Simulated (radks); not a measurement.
Problem. The mean radii <r> (bohr) of the occupied orbitals of an atom or ion are listed with their occupations. All-electron calculation, Dirac Kohn-Sham, PBE, spin-unpolarised, spherical densities, finite nucleus; Fermi nuclear charge, rms radius of each element as measured or else 0.836 A^(1/3) + 0.57 fm. Program: a radial shooting solver on a logarithmic mesh with Libxc functionals.

orbital  occ.      <r>
1s1/2       2  0.01804
2s1/2       2  0.07559
2p1/2       2  0.06246
2p3/2       4  0.07054
3s1/2       2   0.1969
3p1/2       2   0.1870
3p3/2       4   0.2019
3d3/2       4   0.1765
3d5/2       6   0.1811
4s1/2       2   0.4405
4p1/2       2   0.4450
4p3/2       4   0.4784
4d3/2       4   0.4934
4d5/2       6   0.5048
5s1/2       2    1.035
5p1/2       2    1.131
5p3/2       4    1.228
4f5/2       6   0.5755
4f7/2       8   0.5842
5d3/2       4    1.660

Name the element and its charge. Open shells, if any, fill j = l - 1/2 first.

Solution. Z = 75, rhenium, charge +3: Re3+ in [Xe] 4f14 5d4. The 1s radius gives Z: for a bare nucleus <r> = (2 gamma + 1)/(2Z) with gamma = sqrt(1 - (Z/c)^2), 0.01783 bohr for Z = 75, and screening makes it slightly larger (0.01804 here). The occupations add up to 72, and the charge is Z minus that.
